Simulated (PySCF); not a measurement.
**Electronic structure of Kr⁺ (krypton, charge +1) at the UHF level**

Configuration: [Ar] 3d10 4s2 4p4 4d1, one real determinant (an excited configuration). All numbers are calculated (PySCF 2.14, scalar relativity through the core potential, in aug-cc-pwCVDZ-PP with ECP10MDF (6s5p4d1f, 48 functions)).

```
Total energy                                                  : -461.149767 hartree
One-electron energy                                           : -794.6246 hartree
Hartree (Coulomb) energy                                      : 365.1213 hartree
Exchange energy                                               : -31.6465 hartree
⟨S²⟩                                                          : 3.7588
⟨L²⟩                                                          : 8.028
Sum of ⟨r⟩                                                    : 22.63 bohr
Sum of ⟨r²⟩                                                   : 33.99 bohr²
Traceless quadrupole moment −½Σ⟨3z² − r²⟩ along its main axis : 0.492 e·bohr²
```

```tsv
shell	electrons	mean orbital energy (hartree)	spread (hartree)	rms radius, mean of both spins (bohr)
3s α	1	-11.37362	0	0.567
3s β	1	-11.34583	0	0.567
3p α	3	-9.05331	0.02918	0.583
3p β	3	-9.02154	0.00974	0.583
3d α	5	-4.31936	0.04172	0.604
3d β	5	-4.29595	0.00772	0.604
4s α	1	-1.75212	0	1.64
4s β	1	-1.48446	0	1.64
4p α	3	-1.05507	0.09490	1.93
4p β	1	-0.93590	0	1.93
4d α	1	-0.31665	0	2.72
```

⟨L²⟩ = 8.03 against 12 for a pure F term, so this real determinant mixes terms. Energies and moments cover only the electrons outside the core potential. The outer electron is Rydberg-like, and this basis confines it to a smaller radius and binds it less than a complete one would.
